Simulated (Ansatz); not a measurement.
Program: Ansatz. Geometries: PBE0-D4/def2-TZVP. ΔE: electronic, gas phase. CBS: MP2 limit from def2 TZ/QZ plus the TZ coupled-cluster correction, frozen cores. DFT in def2-TZVPP. For Br outer-core shells are correlated without core-valence functions, which leaves a few kJ/mol of doubt a bond. Scalar relativity is left out up to krypton. Each species was taken in one conformer, which may not be the lowest.

Consider the silylene formation by 1,1-elimination: `CN(C)[Si](Br)(Br)N(C)C` → Br₂ + `CN(C)[Si]N(C)C`.

| level | ΔE (kcal/mol) | difference from CCSD(T)/CBS |
| --- | --- | --- |
| LDA (SPW92) | 105.6 | -1.6 |
| PBE-D4 | 99.0 | -8.2 |
| BLYP-D4 | 93.6 | -13.6 |
| r2SCANh-D4 | 109.2 | 2.0 |
| r2SCAN0-D4 | 111.5 | 4.3 |
| BHLYP-D4 | 108.6 | 1.4 |
| ωB97X-V | 107.4 | 0.2 |
| B2PLYP | 100.6 | -6.6 |
| PBE | 94.2 | -13.0 |
| revPBE | 89.3 | -17.9 |
| BLYP | 84.4 | -22.8 |
| RPA@PBE/def2-TZVPP | 97.6 | -9.6 |
| MP2/def2-SVP | 110.1 | 2.9 |
| CCSD(T)/def2-SVP | 101.0 | -6.2 |
| HF/def2-TZVPP | 104.3 | -2.9 |
| SCS-MP2/def2-QZVPP | 108.3 | 1.1 |
| CCSD(T)/CBS | 107.2 | 0 |

Largest T1 diagnostic among the species: 0.013.

From r2SCAN to r2SCAN0 (25 % exact exchange), in def2-TZVPP and without D4, ΔE moves by +3.6 kcal/mol. The D4 term adds +7.6 kcal/mol with B3LYP and +4.4 kcal/mol with PBE0; it sums over pairs of atoms, weighted by their polarisabilities, and B3LYP, whose exchange is more repulsive, gets the larger term. At CCSD(T), def2-SVP lies −6.2 kcal/mol from the extrapolated value and def2-TZVPP −2.2 kcal/mol.

B3LYP here is the variant with VWN-RPA as its local correlation; programs differ in this.
